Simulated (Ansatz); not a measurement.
Ansatz (a program for electronic structure) input:

Ansatz 0.2 input:
```yaml
crystal:
  periodic: [false, false, false]
  atoms:
    - {symbol: C, position_ang: [2.51186797, -0.12735371, -0.05880408]}
    - {symbol: C, position_ang: [1.24252377, -0.62490462, -0.24331661]}
    - {symbol: C, position_ang: [0.05490202, 0.09973862, -0.26364289]}
    - {symbol: C, position_ang: [0.03245308, 1.58648397, -0.08260448]}
    - {symbol: C, position_ang: [-1.26243907, -0.59891946, -0.40760622]}
    - {symbol: C, position_ang: [-2.13209740, -0.51794123, 0.85691998]}
    - {symbol: H, position_ang: [3.36991370, -0.78427967, -0.06388438]}
    - {symbol: H, position_ang: [2.70121967, 0.92568520, 0.09801163]}
    - {symbol: H, position_ang: [1.14962538, -1.69893746, -0.38302201]}
    - {symbol: H, position_ang: [-0.87945505, 2.01909121, -0.49824947]}
    - {symbol: H, position_ang: [0.88508514, 2.06766787, -0.56416724]}
    - {symbol: H, position_ang: [0.06608162, 1.86391263, 0.97743068]}
    - {symbol: H, position_ang: [-1.82085651, -0.15316831, -1.24038312]}
    - {symbol: H, position_ang: [-1.09688099, -1.64743921, -0.66496648]}
    - {symbol: H, position_ang: [-2.34734572, 0.51776127, 1.12504362]}
    - {symbol: H, position_ang: [-1.62562662, -0.98470748, 1.70366115]}
    - {symbol: H, position_ang: [-3.08502291, -1.02820737, 0.70485157]}
basis:
  gaussian:
    orbitals: def2-TZVP
hamiltonian:
  xc: {name: PBE0}
magnetization: {spin_polarized: true, initial_magnetization: 1}
```

Task: Which total energy does the run end on?

Result: -234.99601 Eh (PBE0/def2-TZVP). The basis has 252 functions.

It need not be the lowest isomer of its formula.
